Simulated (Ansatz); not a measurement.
Computed with B3LYP-D3(BJ)/def2-TZVP in Ansatz (an electronic-structure program). No frequencies were computed at this level.

Ansatz 0.2 input:
```yaml
crystal:
  periodic: [false, false, false]
  atoms:
    - { symbol: C, position_ang: [1.330918, 0.137616, -0.12072] }
    - { symbol: C, position_ang: [0.012432, 0.265523, -0.073599] }
    - { symbol: C, position_ang: [-0.938936, -0.831342, 0.286534] }
    - { symbol: O, position_ang: [-0.636437, 1.432954, -0.353313] }
    - { symbol: H, position_ang: [1.809289, -0.795412, 0.105348] }
    - { symbol: H, position_ang: [1.974352, 0.960292, -0.386448] }
    - { symbol: H, position_ang: [-1.524597, -0.535918, 1.155199] }
    - { symbol: H, position_ang: [-1.630113, -1.000085, -0.53727] }
    - { symbol: H, position_ang: [-0.403124, -1.7489, 0.504774] }
    - { symbol: H, position_ang: [0.006214, 2.115271, -0.580505] }
basis:
  gaussian: { orbitals: def2-tzvp }
hamiltonian:
  xc: b3lyp
  dispersion: d3bj
relax:
  max_steps: 150
```

Output:

```
Functional definition: B3LYP
955 factors; their error is unknown
mean field evaluation 1: about -5247.6230 eV, gradient 6.9e1 eV
mean field evaluation 2: about -5243.4828 eV, gradient 8.0e1 eV
mean field evaluation 4: about -5257.6739 eV, gradient 6.2e0 eV
mean field evaluation 8: about -5257.7513 eV, gradient 7.4e-2 eV
mean field evaluation 16: about -5257.7415 eV, gradient 8.2e-5 eV
mean field -5257.74153042 eV, -193.2184374176 hartree, gradient 1.3e-5 eV, S^2 0.000000; 0 other end points of the search recorded, 0 dependent functions left out
reference -5257.74177448 eV, -193.2184463868 hartree; 16, 16 occupied and 144, 144 virtual orbitals, 955 factors
relax step   1: F+E_penalty+E_count = -5258.01415510 eV  Δ(F+E_penalty+E_count) = +0.000e0 eV  max|allowed force component| = 3.324e-1 eV/Å  Δτ_max = 0.0000 Å  (28 SCF iters, accepted)
these checks for a lower state are left out or cut short: starts, cluster_reference, orbital_swaps, neighbouring_geometries, increment
955 factors; their error is unknown
mean field -5257.74847802 eV, -193.2186927374 hartree, gradient 1.1e-5 eV, S^2 0.000000; 0 other end points of the search recorded, 0 dependent functions left out
reference -5257.74872244 eV, -193.2187017196 hartree; 16, 16 occupied and 144, 144 virtual orbitals, 955 factors
relax step   2: F+E_penalty+E_count = -5258.02070586 eV  Δ(F+E_penalty+E_count) = -6.551e-3 eV  max|allowed force component| = 1.132e-1 eV/Å  Δτ_max = 0.0119 Å  (32 SCF iters, accepted)
these checks for a lower state are left out or cut short: starts, cluster_reference, orbital_swaps, neighbouring_geometries, increment
955 factors; their error is unknown
mean field evaluation 32: about -5257.7493 eV, gradient 1.1e-5 eV
mean field -5257.74930618 eV, -193.2187231716 hartree, gradient 1.1e-5 eV, S^2 0.000000; 0 other end points of the search recorded, 0 dependent functions left out
reference -5257.74955081 eV, -193.2187321617 hartree; 16, 16 occupied and 144, 144 virtual orbitals, 955 factors
relax step   3: F+E_penalty+E_count = -5258.02144577 eV  Δ(F+E_penalty+E_count) = -7.399e-4 eV  max|allowed force component| = 3.363e-2 eV/Å  Δτ_max = 0.0045 Å  (32 SCF iters, accepted)
these checks for a lower state are left out or cut short: starts, cluster_reference, orbital_swaps, neighbouring_geometries, increment
955 factors; their error is unknown
mean field -5257.74932545 eV, -193.2187238799 hartree, gradient 1.2e-5 eV, S^2 0.000000; 0 other end points of the search recorded, 0 dependent functions left out
reference -5257.74957008 eV, -193.2187328699 hartree; 16, 16 occupied and 144, 144 virtual orbitals, 955 factors
relax step   4: F+E_penalty+E_count = -5258.02149079 eV  Δ(F+E_penalty+E_count) = -4.502e-5 eV  max|allowed force component| = 9.124e-3 eV/Å  Δτ_max = 0.0015 Å  (32 SCF iters, accepted)
955 factors; their error is unknown
mean field evaluation 64: about -5257.7493 eV, gradient 1.4e-5 eV
mean field -5257.74932545 eV, -193.2187238799 hartree, gradient 1.2e-5 eV, S^2 0.000000; 1 other end points of the search recorded, 0 dependent functions left out
reference -5257.74957008 eV, -193.2187328699 hartree; 16, 16 occupied and 144, 144 virtual orbitals, 955 factors
Total energy: -5258.02173542 eV, -193.2287347616 hartree
Atom 0 at     1.345237     0.138213    -0.121762 Å, force     0.005790     0.009124    -0.002926 eV/Å
Atom 1 at     0.019853     0.262836    -0.073311 Å, force     0.000856    -0.007893     0.002010 eV/Å
Atom 2 at    -0.938298    -0.823494     0.284343 Å, force     0.000267    -0.003003     0.000853 eV/Å
Atom 3 at    -0.646145     1.425419    -0.350642 Å, force     0.000593     0.002983    -0.000819 eV/Å
Atom 4 at     1.817288    -0.804616     0.107366 Å, force    -0.006422     0.000517     0.000295 eV/Å
Atom 5 at     1.988033     0.968302    -0.389510 Å, force    -0.003113    -0.003828     0.001280 eV/Å
Atom 6 at    -1.530052    -0.532790     1.155425 Å, force     0.001267     0.000448    -0.001613 eV/Å
Atom 7 at    -1.635644    -0.997331    -0.538430 Å, force     0.001452     0.001190     0.000996 eV/Å
Atom 8 at    -0.411661    -1.749244     0.505401 Å, force    -0.000785     0.001114    -0.000252 eV/Å
Atom 9 at    -0.008612     2.112704    -0.578880 Å, force     0.000094    -0.000652     0.000175 eV/Å
Dipole moment:     0.108189     0.034861    -0.016314 e Å
```

Cost: about 15 core-seconds (a rough figure).
